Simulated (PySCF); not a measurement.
Working out the excitation energy of B

B [He] 2s2 2p1 (2P) → B [He] 2s2 3s1 (2S). Calculation: PySCF 2.14, in aug-cc-pCVTZ-DK; the spin-free X2C one-electron Hamiltonian (Gaussian nucleus). Frozen: nothing. Energies in hartree (1 hartree = 27.21139 eV):

| part | B (lower) | B (upper) |
| --- | --- | --- |
| UHF | -24.538927 | -24.353864 |
| MP2 opposite-spin | -0.083248 | -0.082027 |
| MP2 same-spin | -0.005406 | -0.003848 |

Q: What does Hartree-Fock give?

A: (-24.353864) − (-24.538927) = 0.185063 hartree = 5.036 eV.

Q: What do MP2 and SCS-MP2 (6/5 opposite-spin, 1/3 same-spin) give?

A: The opposite-spin parts differ by 0.033 eV and the same-spin parts by 0.042 eV. MP2: 5.036 + (0.033) + (0.042) = 5.111 eV. SCS-MP2: 5.036 + 1.2 × (0.033) + (0.042)/3 = 5.090 eV.

Measured between the centres of the two terms (NIST): 4.963 eV, so MP2 (valence and next inner shell) is off by 0.148 eV.

What remains against the reference includes basis incompleteness and correlation beyond second order.
